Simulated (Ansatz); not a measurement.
Basis-set extrapolation for CH3AlFN (`F[CH]1[NH][AlH]1`) (PBE0-D4/def2-TZVP geometry, frozen core, the Gaussian-basis code of Ansatz). Multiplicity 1, RHF reference.

```tsv
	def2-TZVPP	def2-QZVPP
HF	-435.453218	-435.469359
MP2 correlation	-0.698198	-0.754115
CCSD(T) correlation	-0.745249	not run
```

Energies in hartree. Use E(X) = E(∞) + A·exp(−7.88·√X) for Hartree–Fock and E(X) = E(∞) + B·X^(−2.97) for correlation, with X = 3 and 4, and add CCSD(T) minus MP2 of the smaller set to the MP2 limit.

What is the CCSD(T) energy at the basis-set limit?

HF limit: -435.469359 + (-0.016141) × 0.13774 = -435.47158. MP2 limit: -0.754115 + (-0.055917) × 0.74074 = -0.79553. Higher-order term: -0.745249 − (-0.698198) = -0.04705. Total: -436.31416 hartree, 72.6 kcal/mol below CCSD(T)/def2-TZVPP.
